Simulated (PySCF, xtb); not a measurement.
Se(Br)(OSiH3) (BrH3OSeSi), SMILES [SiH3]O[Se]Br.

The structure is a stationary point at r2SCAN-D4/def2-SVP. This is a generated structure with no PubChem entry under its InChIKey; it may be hypothetical. The values are those of a single conformer.

The numbers are results of C-PCM-ωB97X/def2-SVP (PySCF), not measurements.

The values are the electrostatic part of the solvation free energy, E(continuum) − E(gas) at the gas-phase geometry, in a cavity of scaled van der Waals radii (PySCF's table); cavitation and dispersion terms are not included. In vacuum the orbital gap is 8.70 eV. The dipole moment in vacuum is 1.38 D.

Problem. Estimate the values in water (ε = 78.36), toluene (ε = 2.37), 1-octanol (ε = 9.86). (Estimate from the structure and the level; the computed values follow.)

Solution. 
```json
[
 {"solvent": "water", "ε": "78.36", "ΔG(elec) (kcal/mol)": "-2.5", "dipole (D)": "1.80", "gap (eV)": "8.78"},
 {"solvent": "toluene", "ε": "2.37", "ΔG(elec) (kcal/mol)": "-1.4", "dipole (D)": "1.60", "gap (eV)": "8.75"},
 {"solvent": "1-octanol", "ε": "9.86", "ΔG(elec) (kcal/mol)": "-2.3", "dipole (D)": "1.75", "gap (eV)": "8.77"}
]
```

For comparison, GFN2-xTB/ALPB(water) (xtb, at the GFN2-xTB geometry, all terms of that model) gives 1.3 kcal/mol.
